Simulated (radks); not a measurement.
Method: scalar-relativistic Kohn-Sham, LB94 model potential, spin-polarised, spherical densities, finite nucleus; open shells are filled with parallel spins first (spin-orbit coupling, left out, can overturn this in heavy ions); Fermi nuclear charge, rms radius of each element as measured or else 0.836 A^(1/3) + 0.57 fm; computed with a radial shooting solver on a logarithmic mesh with Libxc functionals. Response by self-consistent Sternheimer equations with the Hartree and adiabatic LDA kernel, the relativistic mass of each level held fixed and spin-orbit coupling left out. Estimate the static dipole polarisabilities of Ga2+ ([Ar] 3d10 4s1) and Se5+ ([Ar] 3d10 4s1) and the C6 coefficients of the three pairs.

Answer. alpha = 7.886 and 2.638 bohr^3; C6 = 23.07 (Ga2+-Ga2+), 9.732 (Ga2+-Se5+), 4.279 (Se5+-Se5+) hartree bohr^6.
